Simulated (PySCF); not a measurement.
C4H9, doublet, at a GFN2-xTB geometry. Base run: PBE/6-31G* in PySCF.

Here is a job for PySCF.
```python
from pyscf import gto, scf, dft

mol = gto.M(
    atom='''
C     0.000233   -0.000387    0.115316
C    -0.001963    1.478902   -0.016333
C     1.282761   -0.737245   -0.017130
C    -1.281036   -0.741762   -0.001923
H     0.005337    1.792035   -1.069507
H    -0.892102    1.910426    0.440060
H     0.880403    1.913912    0.452315
H     1.561752   -0.879420   -1.070313
H     2.097549   -0.191163    0.457676
H     1.213157   -1.727075    0.432463
H    -1.567902   -0.892161   -1.051871
H    -1.204589   -1.728453    0.453674
H    -2.093569   -0.195149    0.475924
''',
    basis='6-31g*',
    charge=0,
    spin=1,
    verbose=4,
)

mf = dft.UKS(mol)
mf.xc = 'pbe'
mf.kernel()
```

The base run was repeated with changes; each row names its change, and settings that it needs were set with it.

```csv
change,ΔE vs base (µEh),grid points,electrons on the grid
base,0.0,144744,33.00004
grids.level = 4,4.9,255808,33.00000
"grids.atom_grid = (50, 194)",-55.0,86120,33.00042
grids.prune = dft.gen_grid.sg1_prune,-59.0,64120,33.00046
"grids.atom_grid = (75, 302)",-0.1,190016,33.00004
grids.becke_scheme = stratmann,-0.7,144744,33.00004
grids.prune = dft.gen_grid.treutler_prune,0.8,123720,33.00004
grids.level = 7,5.2,797512,33.00000
grids.level = 2,-3.1,93184,33.00006
"grids.atom_grid = (99, 590)",4.9,424304,33.00000
small_rho_cutoff = 0,0.0,144744,33.00004
```

Open shells are given as the SCF converged; they aren't shown to be the lowest states, and a large step between rows can be another state.
